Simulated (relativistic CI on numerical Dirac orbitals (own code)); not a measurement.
**Pt²⁺ (5d8) in a crystal field**

Calculated by Dirac-Coulomb-Breit CI, orbitals from a KLI potential per configuration, model QED (radiative potential, 1s self-energy scaled to tabulated hydrogen-like ionisation energies), valence Slater integrals scaled by 0.85, one configuration in a parametric crystal field (own radial code).

Field parameters in Wybourne normalisation: Oh B⁴₀ = 21Dq, B⁴₄ = √(5/14) B⁴₀. The field is a parameter set, without covalency.

S is read from ⟨S²⟩ = S(S + 1).

Powder χT (cm³ K mol⁻¹) by Van Vleck's formula, with temperature-independent terms:

```tsv
Field	2 K	5 K	10 K	20 K	50 K	100 K	200 K	300 K
Oh, 10Dq = 5500 cm⁻¹	2.42	2.42	2.42	2.43	2.44	2.46	2.5	2.55
Oh, 10Dq = 14350 cm⁻¹	1.93	1.93	1.93	1.94	1.94	1.95	1.96	1.98
Oh, 10Dq = 18800 cm⁻¹	1.77	1.77	1.77	1.77	1.77	1.78	1.79	1.8
Oh, 10Dq = 23200 cm⁻¹	1.65	1.65	1.65	1.65	1.65	1.66	1.66	1.67
Oh, 10Dq = 27600 cm⁻¹	1.56	1.56	1.56	1.56	1.56	1.56	1.57	1.58
Oh, 10Dq = 32050 cm⁻¹	1.49	1.49	1.49	1.49	1.49	1.49	1.5	1.51
Oh, 10Dq = 36450 cm⁻¹	1.43	1.43	1.43	1.44	1.44	1.44	1.45	1.45
Oh, 10Dq = 40900 cm⁻¹	1.39	1.39	1.39	1.39	1.39	1.4	1.4	1.41
```

Q: For Oh, 10Dq = 32050 cm⁻¹: what effective moment follows at 300 K?

A: μ_eff = √(8χT) = 3.47 μB. The ground level has S = 0.99; the spin-only moment for S = 1 is 2.83 μB. The difference comes from the orbital moment, spin-orbit mixing of terms and temperature-independent paramagnetism, all larger in this ionic model than in covalent complexes.
